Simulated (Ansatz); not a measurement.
`C[O][GaH][SH]` and `C[O][Ga]([F])[SH]` differ in one atom or group.

Ansatz, PBE0-D4/def2-TZVP geometries, multiplicity 1. Each molecule was computed in one conformer, which needn't be the lowest.

Scalar relativity is left out up to krypton.

```json
{"property": "LUMO energy (B3LYP/def2-TZVPP) / eV", "`C[O][GaH][SH]`": "-1.17"}
{"property": "HOMO energy (B3LYP/def2-TZVPP) / eV", "`C[O][GaH][SH]`": "-7.45"}
{"property": "HOMO–LUMO gap (B3LYP/def2-TZVPP) / eV", "`C[O][GaH][SH]`": "6.28"}
{"property": "HOMO–LUMO gap (ωB97M-V/def2-TZVPP) / eV", "`C[O][GaH][SH]`": "10.71"}
{"property": "HOMO–LUMO gap (PBE0/def2-TZVPP) / eV", "`C[O][GaH][SH]`": "6.79"}
{"property": "LUMO energy (ωB97M-V/def2-TZVPP) / eV", "`C[O][GaH][SH]`": "0.78"}
```

**Question.** What does the change do to each property? (Best estimate.)

**Answer.** Computed: 
| property | `C[O][Ga]([F])[SH]` | shift |
| --- | --- | --- |
| LUMO energy (B3LYP/def2-TZVPP) / eV | -1.46 | -0.29 |
| HOMO energy (B3LYP/def2-TZVPP) / eV | -7.77 | -0.32 |
| HOMO–LUMO gap (B3LYP/def2-TZVPP) / eV | 6.31 | 0.03 |
| HOMO–LUMO gap (ωB97M-V/def2-TZVPP) / eV | 11.02 | 0.31 |
| HOMO–LUMO gap (PBE0/def2-TZVPP) / eV | 6.90 | 0.11 |
| LUMO energy (ωB97M-V/def2-TZVPP) / eV | 0.76 | -0.02 |

With PBE0 the HOMO falls by 0.31 eV and the LUMO falls by 0.21 eV, so the gap widens by about 0.10 eV. PBE moves the HOMO by -0.24 eV and ωB97M-V by -0.33 eV.

B3LYP here is the variant with VWN-RPA as its local correlation; programs differ in this.
